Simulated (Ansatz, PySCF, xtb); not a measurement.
Breaking the Ge1–H3 bond in FGeH3 (SMILES [F][GeH3]) (multiplicity 1 held, fragments rigid). Energies count from the point at 1.534 Å.
Geometry at that point (charge 0, multiplicity 1):
```xyz
5

Ge    -0.300     0.123    -0.058
F      1.298    -0.530     0.250
H     -0.942    -0.798    -1.104
H     -0.085     1.549    -0.581
H     -1.039     0.093     1.287
```

Restricted levels (R-, RO-) in cc, def2 and unpolarised 6-31G sets keep to the state of the molecule at rest. U- levels take the lowest unrestricted solution at each point, which mixes spins at long bonds. Active spaces are followed from a long bond inwards. Curves can end on different states.

Cores are frozen in the correlated methods. Filled d and f shells under p-block atoms count as core. Rows in LANL2DZ carry no dispersion term and start afresh at each structure. LANL2DZ brings its own core potentials from Na on.

The values were computed with Ansatz (a quantum-chemistry and plane-wave program) with Gaussian orbitals; PySCF for LANL2DZ rows; xtb for the GFN methods. Each number belongs to the level named beside it. The GFN methods have no spin term and hold the electronic entropy of 300 K.

```tsv
level	energy at R = 4.910 Å (kcal/mol)
GFN2-xTB	94.21
U-B3LYP/LANL2DZ	87.54
U-wB97X-V/cc-pVTZ	90.52
R-MP2/cc-pVTZ	[?]
R-SCS-MP2/cc-pVTZ	[?]
U-SCS-MP2/cc-pVTZ	89.54
U-CCSD/cc-pVTZ	89.26
FIC-MRCISD on CASSCF(2,2)/cc-pVTZ	88.50
FIC-MRCISD+Q on CASSCF(2,2)/cc-pVTZ	89.62
```

Question: Some entries are withheld; supply them.

Answer: 
- R-MP2/cc-pVTZ, energy at R = 4.910 Å (kcal/mol): 118.93
- R-SCS-MP2/cc-pVTZ, energy at R = 4.910 Å (kcal/mol): 109.95

Doubts at one or more of the structures used: a spin-contaminated determinant (U-B3LYP/LANL2DZ, U-wB97X-V/cc-pVTZ, U-SCS-MP2/cc-pVTZ, U-CCSD/cc-pVTZ); a restricted determinant that unrestricted orbitals would lower (R-MP2/cc-pVTZ, R-SCS-MP2/cc-pVTZ).
